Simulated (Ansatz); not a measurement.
`F[SiH]([SiH3])P` from Hartree–Fock to CCSD(T)

| atom | x (Å) | y (Å) | z (Å) |
| --- | --- | --- | --- |
| F1 | 1.347 | -0.279 | -1.919 |
| Si2 | 0.906 | -0.354 | -0.374 |
| Si3 | -0.418 | 1.510 | 0.128 |
| P4 | -0.138 | -2.321 | -0.043 |
| H5 | 2.147 | -0.385 | 0.447 |
| H6 | -0.777 | 1.440 | 1.570 |
| H7 | 0.290 | 2.791 | -0.136 |
| H8 | -1.666 | 1.462 | -0.681 |
| H9 | -1.434 | -1.818 | -0.341 |
| H10 | -0.256 | -2.046 | 1.348 |

Charge 0, multiplicity 1. The structure was optimised at the PBE0-D4/def2-TZVP level. It is one conformer, not always the lowest. Frozen core, restricted reference, Ansatz 0.2.0. CBS rows extrapolate triple and quadruple zeta; past MP2 they add the triple-zeta difference.

| basis | HF (Eh) | MP2 corr. | CCSD corr. | (T) | CCSD(T) total |
| --- | --- | --- | --- | --- | --- |
| def2-SVP | -1021.21373 | -0.50509 | -0.56598 | ? | ? |
| def2-TZVPP | ? | -0.65573 | ? | ? | ? |
| def2-QZVPP | -1021.70863 | -0.71162 | – | – | – |
| CBS(def2) | -1021.71316 | -0.75302 | -0.81181 | as TZ | -1022.55001 |

Q: Fill in the withheld values. (Best estimate.)

A: The calculation gave: def2-SVP (T): -0.01333; def2-SVP CCSD(T) total: -1021.79304; def2-TZVPP HF (Eh): -1021.67578; def2-TZVPP CCSD corr.: -0.71451; def2-TZVPP (T): -0.02504; def2-TZVPP CCSD(T) total: -1022.41533.
